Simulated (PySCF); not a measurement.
How methods differ on the ionisation energy of Tm⁵⁵⁺

Tm⁵⁵⁺ [Ne] 3s2 3p2 (3P) → Tm⁵⁶⁺ [Ne] 3s2 3p1 (2P), as a difference of total energies. Computed with PySCF 2.14 in an uncontracted even-tempered set (17 s from 14 bohr⁻², ratio 2.5; 12 p from 18 bohr⁻², ratio 2.5; 4 d from 69 bohr⁻², ratio 2.7; 4 f from 100 bohr⁻², ratio 2.7), with scalar relativity by spin-free X2C-1e. Correlated levels: outer shells: 1s2 frozen; virtual orbitals above 40 to 60 times the deepest correlated orbital energy dropped. The calculations carry no spin-orbit coupling.

```json
{"method": "UHF", "ionisation energy (eV)": "5366.2"}
{"method": "LDA", "ionisation energy (eV)": "5367.2"}
{"method": "PBE", "ionisation energy (eV)": "5368.3"}
{"method": "PBE0", "ionisation energy (eV)": "5368.1"}
{"method": "r2SCAN", "ionisation energy (eV)": "5368.8"}
{"method": "r2SCANh", "ionisation energy (eV)": "5368.6"}
{"method": "BHandHLYP", "ionisation energy (eV)": "5368.4"}
{"method": "MP2 (outer shells)", "ionisation energy (eV)": "5366.8"}
{"method": "SCS-MP2 (outer shells)", "ionisation energy (eV)": "5366.6"}
```

Spin-orbit coupling is strong in these open shells (close to jj coupling). The scalar numbers leave it out and a first-order estimate fails, so it can dominate the gap to the real levels.

Breit and QED terms and the two-electron picture change are absent.

For comparison: 5527 ± 5 eV (theoretical estimate listed by NIST; NIST Atomic Spectra Database, ionization energies).
